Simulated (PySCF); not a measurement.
Electric field gradients and quadrupole coupling constants

Species: C7H13NOSi.
Cartesian coordinates in Å at the GFN2-xTB level; atoms count from 1:
```xyz
23
C7H13NOSi angstrom
N      4.3379    0.6615   -0.7859
C      3.4101    0.0046   -0.6663
C      2.2360   -0.8083   -0.5013
C      1.2304   -0.1112    0.4427
C      0.7091    1.2101   -0.1098
Si    -0.9321    1.6029    0.7860
C     -2.3202    0.5519    0.0068
C     -2.1439   -0.9511    0.1994
C     -0.7334   -1.3998   -0.1762
O      0.1766   -0.9714    0.8233
H      2.5282   -1.7722   -0.0745
H      1.7882   -0.9825   -1.4842
H      1.7360    0.0818    1.3966
H      1.4574    1.9856    0.0416
H      0.5486    1.1421   -1.1876
H     -0.8026    1.3604    2.2221
H     -1.2481    3.0146    0.5285
H     -2.3708    0.7680   -1.0635
H     -3.2812    0.8510    0.4254
H     -2.8687   -1.5032   -0.4041
H     -2.3038   -1.2100    1.2469
H     -0.4719   -1.0017   -1.1607
H     -0.6866   -2.4962   -0.2223
```

Field gradients from the PBE0/pcSseg-1 density (PySCF, non-relativistic), principal values in atomic units, ordered |Vxx| ≤ |Vyy| ≤ |Vzz|:

| atom | Vxx | Vyy | Vzz |
| --- | --- | --- | --- |
| N1 | 0.4697 | 0.4986 | -0.9683 |
| O10 | -0.1072 | -1.8935 | 2.0007 |

Problem. Find the asymmetry η = (Vxx − Vyy)/Vzz and the couplings χ = eQV/h (234.96 MHz × Q in barn × V in au), with Q(14N) = 0.02044 b, Q(17O) = −0.0256 b.

Solution. 
| atom | environment | nucleus | η | χzz (MHz) | χxx (MHz) | χyy (MHz) |
| --- | --- | --- | --- | --- | --- | --- |
| N1 | nitrile nitrogen | 14N | 0.03 | -4.651 | 2.256 | 2.395 |
| O10 | cyclic ether oxygen | 17O | 0.89 | -12.03 | 0.65 | 11.39 |

The gradient is axial or nearly so (η below 0.05) at N1. The tensor is traceless: Vxx + Vyy + Vzz = 0.

Problem. What is Vzz at N1 in SI units (1 au = 9.71736 × 10²¹ V/m²)?

Solution. -0.9683 au = -9.410 × 10²¹ V/m².

Problem. And the gradient at the other heavy atoms, for which no coupling is worked out here?

Solution. 
```
atom                   environment  Vzz (au)     η
  C2                nitrile carbon    -0.396  0.02
  C3  sp3 carbon next to a nitrile     0.166  0.29
  C4    sp3 carbon bound to oxygen     0.344  0.57
  C5   sp3 carbon bound to silicon    -0.093  0.86
 Si6                  SiH2 silicon     0.120  0.95
  C7   sp3 carbon bound to silicon    -0.075  0.76
  C8               ring CH2 carbon    -0.067  0.65
  C9    sp3 carbon bound to oxygen     0.387  0.10
```

Were the hydrogens deuterons (Q(2H) = 0.00286 b), χzz would run from 107 kHz (H17) to 212 kHz (H14 and H19).

One conformer (not necessarily the lowest) at the GFN2-xTB geometry, without solvent, vibrations or thermal averaging. GFN2-xTB bond lengths can be off by several hundredths of an ångström, more for odd bonds, and the gradients follow them. The basis is small and wasn't made for field gradients, so the couplings can be 20 % off.
